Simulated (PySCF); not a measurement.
**Correlation energy of B (boron, neutral)**

[He] 2s2 2p1, 2P determinant. Computed with PySCF 2.14 in dyall-acv3z (15s9p4d2f, 76 functions), with the non-relativistic Hamiltonian (point nucleus). Frozen: 1s2; 3 electrons correlated; the 18 highest virtual orbitals of each spin left out.

```json
{"level": "CCSD", "correlation energy (mhartree)": "-66.00"}
{"level": "(T)", "correlation energy (mhartree)": "-1.40"}
{"level": "CCSD(T)", "correlation energy (mhartree)": "-67.40"}
```

Diagnostics: T1 = 0.015, D1 = 0.0278, largest double amplitude 0.072.

Cost of the coupled-cluster step: roughly 3 core-seconds, for 3 correlated electrons.

Iterations:

```
CC2 = 0
CCSD nocc = (np.int64(2), np.int64(1)), nmo = (57, 57)
frozen orbitals [[0, 58, 59, 60, 61, 62, 63, 64, 65, 66, 67, 68, 69, 70, 71, 72, 73, 74, 75], [0, 58, 59, 60, 61, 62, 63, 64, 65, 66, 67, 68, 69, 70, 71, 72, 73, 74, 75]]
max_cycle = 100
direct = 0
conv_tol = 1e-08
conv_tol_normt = 1e-06
diis_space = 8
diis_start_cycle = 0
Init t2, MP2 energy = -0.0459242853338332
Init E_corr(UCCSD) = -0.0459242853347823
cycle = 1  E_corr(UCCSD) = -0.0571655116338151  dE = -0.0112412263  norm(t1,t2) = 0.0596918
cycle = 2  E_corr(UCCSD) = -0.0616342841018893  dE = -0.00446877247  norm(t1,t2) = 0.0299729
cycle = 3  E_corr(UCCSD) = -0.066007849041144  dE = -0.00437356494  norm(t1,t2) = 0.016239
cycle = 4  E_corr(UCCSD) = -0.0659609300941501  dE = 4.6918947e-05  norm(t1,t2) = 0.00207554
cycle = 5  E_corr(UCCSD) = -0.0660177197605988  dE = -5.67896664e-05  norm(t1,t2) = 0.00036375
cycle = 6  E_corr(UCCSD) = -0.0659920392724789  dE = 2.56804881e-05  norm(t1,t2) = 0.000100912
cycle = 7  E_corr(UCCSD) = -0.06599861598443  dE = -6.57671195e-06  norm(t1,t2) = 3.51773e-05
cycle = 8  E_corr(UCCSD) = -0.0659992747764491  dE = -6.58792019e-07  norm(t1,t2) = 7.14857e-06
cycle = 9  E_corr(UCCSD) = -0.0659987581646157  dE = 5.16611833e-07  norm(t1,t2) = 2.2136e-06
cycle = 10  E_corr(UCCSD) = -0.0659988432602896  dE = -8.50956739e-08  norm(t1,t2) = 5.72309e-07
cycle = 11  E_corr(UCCSD) = -0.0659988421099891  dE = 1.15030051e-09  norm(t1,t2) = 1.83083e-07
UCCSD converged
E(UCCSD) = -24.59908200788002  E_corr = -0.06599884210998913
UCCSD(T) correction = -0.00139775040468825
```
